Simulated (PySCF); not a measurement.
## Two-component Hartree-Fock for F²⁺ (fluorine, charge +2)

Start: [He] 2s2 2p3; 2p1/2 filled at m_j = -1/2, +1/2; 2p3/2 filled at m_j = +3/2. Calculated with PySCF 2.14 in x2c-QZVPPall-2c (7s4p3d2f1g, 57 functions): generalised Hartree-Fock with the X2C-1e Hamiltonian and a Gaussian nucleus; one run each with spin-orbit coupling (SO) switched off, then screened by Boettger's factors.

```
spinor shell  electrons  ε, spin-free (eV)  ε, screened SO (eV)  weight of nominal j (screened SO)  rms radius, screened SO (bohr)
       1s1/2          2            -764.75              -764.75                              1.000                           0.203
       2s1/2          2            -79.515              -79.514                              1.000                            1.01
       2p1/2          2            -63.884              -63.900                              0.504                           0.977
       2p3/2          1            -63.884              -63.852                              1.000                           0.977
```

| quantity | spin-free | screened SO |
| --- | --- | --- |
| E (hartree) | -97.70150 | -97.70152 |
| M_J | 3/2 | 3/2 |
| ⟨J²⟩ | 3.754 | 3.754 |
| ⟨L²⟩ | 0.000 | 0.000 |
| ⟨S²⟩ | 3.754 | 3.754 |

Each row is a mean over spinors that exchange with the open shell spreads, by up to 17.372 eV (2s1/2).

Rows whose weight is well below 1 are mixtures of j = l ± 1/2: exchange outweighs spin-orbit coupling there, and the label is only the starting occupation.

Without spin-orbit coupling the j labels of p, d and f shells carry no meaning; the spin-free column gives the mean over the occupied spinors of each nl shell.
